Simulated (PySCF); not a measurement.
Molecule: Se(SiMe3)(GeH3), SMILES [Se]([GeH3])[Si](C)(C)C (C3H12GeSeSi). Atoms near the plane z = 0.0 Å, at the GFN2-xTB optimised geometry (x, y, z in Å): Se1 (-1.1, -0.2, 0.0), Si2 (1.3, -0.2, 0.0), C3 (1.8, -2.0, -0.5), H6 (2.8, -2.2, -0.4), H7 (1.3, -2.7, 0.2), H12 (1.6, 2.1, -1.0), Ge15 (-1.4, 2.0, 0.0), H16 (-2.8, 2.3, 0.3), H17 (-0.5, 2.7, 1.0).

Method: PBE0/def2-SVP (PySCF 2.14.0). Cells within 0.4 Å of a nucleus heavier than hydrogen are left out (blank, or x). The values are rescaled to run from 0 to 1.

```
|000000000000000000000000000|
|000000000011000000000000000|
|000001111222210000000000000|
|000012233333322100000000000|
|000233444555432110000000000|
|001345566666543222210000000|
|002356777887654333321000000|
|012457779xx8654344432100000|
|002456779xx8654345443210000|
|001345667997654445543321000|
|001234566777654555554321000|
|000123456777665666654321000|
|000023457788766677664321000|
|0000134679xx8778xx764321000|
|0000134679xx8778xx764321000|
|000013457898776787765321000|
|000012456777666677765432000|
|000002345565545677776543100|
|000001233444444678877653100|
|000000112333235688877653100|
|000000001111235688766543100|
|000000000000124677654432000|
|000000000000013455543220000|
|000000000000002333322100000|
|000000000000000112110000000|
|000000000000000000000000000|
|000000000000000000000000000|
```
Scale: ten equal steps from 0.000 (start of '0') to 1.00 (end of '9'), in the order '0123456789'; x runs from -5.00 to 5.00, y from -5.00 (bottom) to 5.00 (top).

Question: Which quantity is mapped?
(A) electrostatic potential
(B) log10 of the electron density
(C) electron localisation function
(D) deformation density (molecule minus spherical neutral atoms)

Answer: B, log10 of the electron density. In full: log10 of the electron density (e/bohr³), floored at −4.
